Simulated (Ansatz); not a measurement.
Gas-phase electronic energies from Ansatz, PBE0-D4/def2-TZVP geometries. CCSD(T)/CBS adds triple-zeta CCSD(T) − MP2 to the extrapolated MP2 energy (def2 sets, frozen cores). DFT in def2-TZVPP. Elements past krypton have def2 core potentials. For Sn outer-core shells are correlated without core-valence functions, which leaves a few kJ/mol of doubt a bond. One conformer a species, not always the lowest.

Consider the formal exchange of groups at the Si–Si bond: `[SiH3][SiH2][N]1[CH2][AlH]1` + `[SiH3][O][SnH3]` → `[SiH3][SiH2][O][SnH3]` + `[SiH3][N]1[CH2][AlH]1`.

```json
{"level": "PBE0", "ΔE (kcal/mol)": "0.3"}
{"level": "SCS-MP2/def2-TZVPP", "ΔE (kcal/mol)": "0.7"}
```

(1) What does CCSD(T)/CBS give? (Best estimate.)

Largest T1 diagnostic among the species: 0.014.

Answers

(1) Computed: +0.6 kcal/mol. The listed levels differ from it by -0.3, 0.1 kcal/mol.
